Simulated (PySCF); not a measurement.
C2H4BF2N, SMILES C/N=C/B(F)F. Coordinates come from a B3LYP-D3(BJ)/def2-SVP optimisation. The structure was generated by enumeration; whether it is a known compound was not checked. The values are those of a single conformer.

Question: Give the equilibrium geometry at B3LYP-D3(BJ)/def2-SVP (PySCF confirms it by a frequency run) as bond lengths and angles, and its point group. (An estimate is asked for; the answer gives what the named calculation found.)

Answer: This is not unique; one that fits is point group Cs.
Atoms: C1 N2 C3 B4 F5 F6 H7 H8 H9 H10. Bond lengths (Å): C1–N2 1.440, C1–H7 1.103, C1–H8 1.103, C1–H9 1.109, N2–C3 1.276, C3–B4 1.568, C3–H10 1.113, B4–F5 1.324, B4–F6 1.316. Bond angles (°): N2–C1–H7 108.9, N2–C1–H8 108.9, N2–C1–H9 114.3, H7–C1–H8 106.0, H7–C1–H9 109.2, H8–C1–H9 109.2, C1–N2–C3 119.2, N2–C3–B4 119.8, N2–C3–H10 121.1, B4–C3–H10 119.1, C3–B4–F5 120.0, C3–B4–F6 122.5, F5–B4–F6 117.5.
